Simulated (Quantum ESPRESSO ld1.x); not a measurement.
Q: Species: In11+. Configuration: [Kr] 4d2. Calculated with ld1.x of Quantum ESPRESSO 7.5: scalar-relativistic Kohn-Sham, LDA (Slater exchange, Perdew-Zunger correlation), spin-polarised, spherical densities, point nucleus; open shells are filled with parallel spins first. Some entries of the table are withheld. Estimate them.

| orbital | occ. | eigenvalue (hartree) | <r^2> (bohr^2) | r(max) (bohr) |
|---|---|---|---|---|
| 1s up | 1 | -1027.1993 | 0.001197 | 0.019 |
| 1s down | 1 | -1027.1987 | 0.001197 | 0.019 |
| 2s up | 1 | -161.1072 | 0.01950 | 0.109 |
| 2s down | 1 | -161.0806 | 0.01950 | 0.109 |
| 2p up | 3 | -145.5628 | 0.01537 | 0.087 |
| 2p down | 3 | -145.5416 | 0.01537 | 0.087 |
| 3s up | 1 | -37.2110 | 0.1386 | 0.315 |
| 3s down | 1 | -37.1925 | 0.1385 | 0.315 |
| 3p up | 3 | -32.1222 | 0.1391 | 0.307 |
| 3p down | 3 | -32.1021 | 0.1390 | 0.307 |
| 3d up | 5 | (1) | 0.1233 | 0.258 |
| 3d down | 5 | (2) | 0.1232 | 0.258 |
| 4s up | 1 | -12.0109 | 0.7187 | 0.747 |
| 4s down | 1 | -11.9185 | 0.7184 | 0.747 |
| 4p up | 3 | -10.3657 | (3) | 0.784 |
| 4p down | 3 | -10.2728 | (4) | 0.784 |
| 4d up | 2 | -7.8739 | 0.9695 | 0.835 |
| 4d down | 0 | -7.7826 | 0.9728 | 0.835 |

A: 
(1) 3d up eigenvalue (hartree): -24.2339
(2) 3d down eigenvalue (hartree): -24.2078
(3) 4p up <r^2> (bohr^2): 0.8020
(4) 4p down <r^2> (bohr^2): 0.8024
